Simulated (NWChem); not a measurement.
Species: SiO2 anion, doublet; SMILES of the neutral closed-shell parent [Si](=O)=O

```xyz
3

O      1.4759     0.0000    -0.2738
Si     0.0000     0.0000     0.2933
O     -1.4759     0.0000    -0.2738
```
Atoms are numbered in this order, from 1.

All runs: NWChem. Spin-unrestricted. In the optimisation the excess spin sits in a1 (C2v, its own frame). All runs use the structure optimised with B3LYP/def2-SVPD, spin-unrestricted. The spin multiplicity was typed, not searched, and may not be the lowest. No stability test was run on the SCF state. Level: PBE/def2-SVPD with SMD (1 M gas to 1 M solution), gas-phase geometry. Reactions with the solvent are ignored.

**Question.** Estimate the computed values for solvent 1-octanol. Quantities: solvation free energy (kcal/mol); cavity-dispersion-structure term (kcal/mol).

**Answer.** 
```
Property                                     Value
-------------------------------------------  -----
solvation free energy (kcal/mol)             -59.6
cavity-dispersion-structure term (kcal/mol)    1.2
```
